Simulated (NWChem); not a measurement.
Program: NWChem. System: C2H5S, charge 0, spin multiplicity 2, at a geometry optimised with UPBE/def2-SVP. The structure started from a generated list of species. Its SCF solution wasn't tested for a lower state. Level: UHF/def2-TZVP.

The NWChem input:

```
start mol
memory heap 200 mb stack 900 mb global 1100 mb
geometry units angstroms nocenter noautoz noautosym
  C      1.440376     0.040460    -0.314420
  S     -0.013803    -0.288651     0.544343
  C     -1.273251     0.387361    -0.580373
  H      2.367970    -0.333212     0.140834
  H      1.476164     0.820060    -1.089909
  H     -1.111328     1.471648    -0.745607
  H     -1.258390    -0.146208    -1.551378
  H     -2.256316     0.239208    -0.094664
end
basis spherical
  * library def2-tzvp
end
scf
  uhf
  nopen 1
  maxiter 100
  thresh 1e-7
  semidirect memsize 60000000 filesize 0
  # guess.movecs holds the orbitals of an unrestricted PBE0 run
  vectors input guess.movecs output mol.movecs
end
task scf energy
```

Part of the output:

```
             Northwest Computational Chemistry Package (NWChem) 7.3.0
             --------------------------------------------------------

                                NWChem Input Module
                                -------------------

 Scaling coordinates for geometry "geometry" by  1.889725989
 (inverse scale =  0.529177249)

                             Geometry "geometry" -> ""
                             -------------------------

 Output coordinates in angstroms (scale by  1.889725989 to convert to a.u.)

  No.       Tag          Charge          X              Y              Z
 ---- ---------------- ---------- -------------- -------------- --------------
    1 C                    6.0000     1.44037600     0.04046000    -0.31442000
    2 S                   16.0000    -0.01380300    -0.28865100     0.54434300
    3 C                    6.0000    -1.27325100     0.38736100    -0.58037300
    4 H                    1.0000     2.36797000    -0.33321200     0.14083400
    5 H                    1.0000     1.47616400     0.82006000    -1.08990900
    6 H                    1.0000    -1.11132800     1.47164800    -0.74560700
    7 H                    1.0000    -1.25839000    -0.14620800    -1.55137800
    8 H                    1.0000    -2.25631600     0.23920800    -0.09466400

 Effective nuclear repulsion energy (a.u.)     103.1670072453

            Nuclear Dipole moment (a.u.)
            ----------------------------
        X                 Y               Z
 ---------------- ---------------- ----------------
     0.0000037795     0.0000113384     0.0000113384


 Summary of "ao basis" -> "" (spherical)
 ------------------------------------------------------------------------------
       Tag                 Description            Shells   Functions and Types
 ---------------- ------------------------------  ------  ---------------------
 *                         def2-tzvp                  on all atoms

 Summary of "ao basis" -> "ao basis" (spherical)
 ------------------------------------------------------------------------------
       Tag                 Description            Shells   Functions and Types
 ---------------- ------------------------------  ------  ---------------------
 C                         def2-tzvp                11       31   5s3p2d1f
 S                         def2-tzvp                13       37   5s5p2d1f
 H                         def2-tzvp                 4        6   3s1p

                                 NWChem SCF Module
                                 -----------------

  ao basis        = "ao basis"
  functions       =   129
  atoms           =     8
  alpha electrons =    17
  beta  electrons =    16
  charge          =   0.00
  wavefunction    = UHF
  use symmetry    = F
  symmetry adapt  = F

 Summary of "ao basis" -> "ao basis" (spherical)
 ------------------------------------------------------------------------------
       Tag                 Description            Shells   Functions and Types
 ---------------- ------------------------------  ------  ---------------------
 C                         def2-tzvp                11       31   5s3p2d1f
 S                         def2-tzvp                13       37   5s5p2d1f
 H                         def2-tzvp                 4        6   3s1p

 Forming initial guess at       0.1s

 Starting SCF solution at       0.1s

 ----------------------------------------------
         Quadratically convergent UHF

 Convergence threshold     :          1.000E-07
[...]
   Bfn.  Coefficient  Atom+Function         Bfn.  Coefficient  Atom+Function
  ----- ------------  ---------------      ----- ------------  ---------------
    47      0.431706  2 S  py                50      0.323071  2 S  py
    48      0.194962  2 S  pz                44      0.193938  2 S  py
    38     -0.154234  2 S  py

 Vector   17  Occ=0.000000D+00  E= 1.087555D-01
              MO Center=  9.5D-01, -5.4D-02, -3.5D-01, r^2= 3.8D+00
   Bfn.  Coefficient  Atom+Function         Bfn.  Coefficient  Atom+Function
  ----- ------------  ---------------      ----- ------------  ---------------
   120     -0.744241  7 H  s                 73      0.732177  3 C  s
    13      0.556063  1 C  py                14      0.452277  1 C  pz
    81     -0.344455  3 C  py                50     -0.334996  2 S  py
   126     -0.323062  8 H  s                  5     -0.281963  1 C  s
   114      0.237386  6 H  s                 51     -0.203213  2 S  pz

 Vector   18  Occ=0.000000D+00  E= 1.427399D-01
              MO Center= -1.3D+00,  6.9D-01, -7.5D-01, r^2= 6.3D+00
   Bfn.  Coefficient  Atom+Function         Bfn.  Coefficient  Atom+Function
  ----- ------------  ---------------      ----- ------------  ---------------
    73      5.198792  3 C  s                114     -2.179751  6 H  s
   120     -1.809770  7 H  s                126     -1.652291  8 H  s
    49      0.941423  2 S  px                 5     -0.456417  1 C  s
   108     -0.458032  5 H  s                 72     -0.439203  3 C  s
    14     -0.422329  1 C  pz                12      0.378115  1 C  px

 Vector   19  Occ=0.000000D+00  E= 1.721376D-01
              MO Center=  1.1D+00,  2.4D-01, -3.8D-01, r^2= 6.0D+00
   Bfn.  Coefficient  Atom+Function         Bfn.  Coefficient  Atom+Function
  ----- ------------  ---------------      ----- ------------  ---------------
     5      2.518765  1 C  s                108     -1.975123  5 H  s
   102     -1.356648  4 H  s                 49     -0.853473  2 S  px
    82     -0.511878  3 C  pz               114     -0.492552  6 H  s
    13      0.403105  1 C  py               120     -0.393762  7 H  s
    81      0.358560  3 C  py                72     -0.353185  3 C  s

 center of mass
 --------------
 x =   0.02404068 y =  -0.06279457 z =   0.10219347

 moments of inertia (a.u.)
 ------------------
          93.575926544939          23.740390379994         -17.438341172924
          23.740390379994         281.759701135180          34.327078567719
         -17.438341172924          34.327078567719         241.523468151560

  Mulliken analysis of the total density
  --------------------------------------

    Atom       Charge   Shell Charges
 -----------   ------   -------------------------------------------------------
    1 C    6     6.36   0.85  1.12  0.48  0.71  0.12  1.19  1.39  0.42  0.01  0.05  0.01
    2 S   16    15.97   2.01  0.49  1.48  1.03  0.74  4.18  1.69  0.88  2.27  1.00  0.06  0.12  0.02
    3 C    6     6.34   0.85  1.12  0.47  0.72  0.04  1.21  1.46  0.37  0.02  0.06  0.00
    4 H    1     0.86   0.26  0.49  0.09  0.02
    5 H    1     0.86   0.26  0.49  0.10  0.02
    6 H    1     0.88   0.26  0.49  0.11  0.02
    7 H    1     0.87   0.26  0.48  0.11  0.02
    8 H    1     0.87   0.26  0.48  0.10  0.02

  Mulliken analysis of the alpha density
  --------------------------------------

    Atom       Charge   Shell Charges
 -----------   ------   -------------------------------------------------------
    1 C    6     3.72   0.43  0.56  0.26  0.39  0.07  0.77  0.92  0.29  0.01  0.02  0.00
    2 S   16     8.01   1.00  0.24  0.74  0.52  0.37  2.09  0.84  0.45  1.15  0.49  0.03  0.07  0.01
    3 C    6     3.17   0.43  0.56  0.24  0.36  0.02  0.60  0.73  0.19  0.01  0.03  0.00
    4 H    1     0.39   0.12  0.22  0.04  0.01
    5 H    1     0.39   0.12  0.22  0.04  0.01
    6 H    1     0.44   0.13  0.24  0.06  0.01
    7 H    1     0.44   0.13  0.24  0.06  0.01
    8 H    1     0.43   0.13  0.24  0.05  0.01

   Mulliken analysis of the beta density
   -------------------------------------

    Atom       Charge   Shell Charges
 -----------   ------   -------------------------------------------------------
    1 C    6     2.64   0.43  0.56  0.22  0.33  0.05  0.41  0.47  0.13  0.01  0.03  0.00
    2 S   16     7.96   1.00  0.24  0.74  0.51  0.37  2.09  0.85  0.43  1.12  0.51  0.02  0.05  0.01
    3 C    6     3.17   0.43  0.56  0.24  0.36  0.02  0.60  0.73  0.18  0.01  0.03  0.00
    4 H    1     0.47   0.14  0.27  0.06  0.01
    5 H    1     0.47   0.13  0.27  0.06  0.01
    6 H    1     0.44   0.13  0.24  0.05  0.01
    7 H    1     0.43   0.13  0.24  0.05  0.01
    8 H    1     0.43   0.13  0.24  0.05  0.01

   Mulliken analysis of the spin density
   -------------------------------------

    Atom       Charge   Shell Charges
 -----------   ------   -------------------------------------------------------
    1 C    6     1.08   0.00 -0.00  0.04  0.06  0.02  0.36  0.45  0.16 -0.00 -0.00 -0.00
    2 S   16     0.06   0.00  0.00 -0.00  0.00 -0.01  0.00 -0.00  0.02  0.03 -0.01  0.01  0.02  0.00
    3 C    6    -0.00   0.00  0.00 -0.00 -0.00  0.00 -0.00 -0.00  0.00  0.00  0.00  0.00
    4 H    1    -0.08  -0.01 -0.05 -0.02  0.01
    5 H    1    -0.07  -0.01 -0.05 -0.02  0.00
    6 H    1     0.00   0.00  0.00  0.00 -0.00
    7 H    1     0.01   0.00  0.00  0.01 -0.00
    8 H    1    -0.00  -0.00 -0.00 -0.00 -0.00

       Multipole analysis of the density wrt the origin
       ------------------------------------------------

     L   x y z        total         alpha         beta         nuclear
     -   - - -        -----         -----         ----         -------
     0   0 0 0      0.000000    -17.000000    -16.000000     33.000000

     1   1 0 0     -0.168637     -1.177792      1.009151      0.000004
     1   0 1 0      0.338323      0.228612      0.109699      0.000011
     1   0 0 1     -0.443776      0.020913     -0.464700      0.000011

     2   2 0 0    -17.677308    -80.050491    -72.877501    135.250684
     2   1 1 0     -0.301740      7.164074      7.231085    -14.696900
     2   1 0 1      0.459980     -4.640348     -6.738817     11.839144
     2   0 2 0    -21.046139    -20.737775    -19.131792     18.823428
     2   0 1 1     -0.840887      9.458690     10.316263    -20.615840
     2   0 0 2    -20.812530    -32.072014    -29.930978     41.190463

 Task  times  cpu:       16.6s     wall:       16.6s

 Total times  cpu:       16.6s     wall:       16.6s
```
